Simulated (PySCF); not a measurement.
From MP2 to CCSD(T): MF along group 13

MP2 and CCSD(T) in PySCF with def2-TZVPPD on every atom (core potentials on In), for the lowest determinant that a PBE0 search found; no spin–orbit coupling.

```tsv
molecule	state (unpaired electrons)	MP2 Re (Å)	MP2 ωe (cm⁻¹)	MP2 De (eV)	CCSD(T) Re (Å)	CCSD(T) ωe (cm⁻¹)	CCSD(T) De (eV)
BF	singlet (closed shell)	1.271	1401	8.07	1.274	1386	7.69
AlF	singlet (closed shell)	1.673	778	7.22	?	?	?
GaF	singlet (closed shell)	1.786	619	6.40	1.785	622	6.05
InF	singlet (closed shell)	1.998	525	5.84	1.996	529	5.51
```

(1) Estimate the CCSD(T) values of AlF by adding the mean shift from MP2 to CCSD(T) of the other rows, and compare with the calculation.

(2) What are the mean differences of MP2 from CCSD(T) over the whole series?

In a basis of this size CCSD(T) is itself not converged; it tends to give bonds that are too long and too weak.

Correlated steps freeze the inner cores (2 to 10 orbitals); shallow outer-core shells are correlated. Spin–orbit coupling is left out, which matters for elements this heavy, above all for dissociation energies. Where the molecule has an RHF reference, its open-shell atoms are computed with UHF.

## Answers

(1) The mean shifts are +0.0 pm, -3 cm⁻¹ and -0.35 eV, which give 1.673 Å, 775 cm⁻¹ and 6.87 eV. CCSD(T)/def2-TZVPPD gives Re = 1.669 Å, ωe = 785 cm⁻¹, De = 6.85 eV.

(2) Re +0.1 pm, ωe +0 cm⁻¹, De +0.36 eV.
